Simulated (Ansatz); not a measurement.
C2HF4 (SMILES F[CH]C(F)(F)F), doublet, geometry from GFN2-xTB; WB97X-V/STO-3G (Ansatz, a quantum-chemistry and plane-wave program).

Input for Ansatz:
Ansatz 0.2 input:
```yaml
crystal:
  periodic: [false, false, false]
  atoms:
    - {symbol: F, position_ang: [1.82070171, -0.89620375, -0.11818102]}
    - {symbol: C, position_ang: [1.11660919, 0.21557344, -0.25510195]}
    - {symbol: C, position_ang: [-0.34183707, 0.17154243, 0.01210274]}
    - {symbol: F, position_ang: [-0.64332487, 0.02102432, 1.32268501]}
    - {symbol: F, position_ang: [-0.96889862, -0.82718273, -0.62310229]}
    - {symbol: F, position_ang: [-0.91001325, 1.31886474, -0.37585531]}
    - {symbol: H, position_ang: [1.66518266, 1.12878172, -0.39192229]}
basis:
  gaussian:
    orbitals: STO-3G
hamiltonian:
  xc: {name: wB97X-V}
magnetization: {spin_polarized: true, initial_magnetization: 1}
```

It wrote (shortened):

```
Functional definition: wB97X-V
457 factors; integrals over basis functions are off by at most 3.3e-5 eV
113 factors; integrals over basis functions are off by at most 1.3e-6 eV
mean field evaluation 1: about -12764.8015 eV, gradient 2.7e1 eV
mean field evaluation 2: about -12767.7205 eV, gradient 1.8e1 eV
mean field evaluation 4: about -12769.2938 eV, gradient 5.5e-1 eV
mean field evaluation 8: about -12769.2864 eV, gradient 1.0e-2 eV
mean field evaluation 16: about -12769.2864 eV, gradient 2.8e-5 eV
mean field -12769.28637368 eV, -469.2626188995 hartree, gradient 2.8e-5 eV, S^2 0.752347; 0 other end points of the search recorded, 0 dependent functions left out
reference -12769.28637316 eV, -469.2626188803 hartree; 25, 24 occupied and 6, 7 virtual orbitals, 457 factors
Total energy: -12769.28637316 eV, -469.2626188803 hartree
```
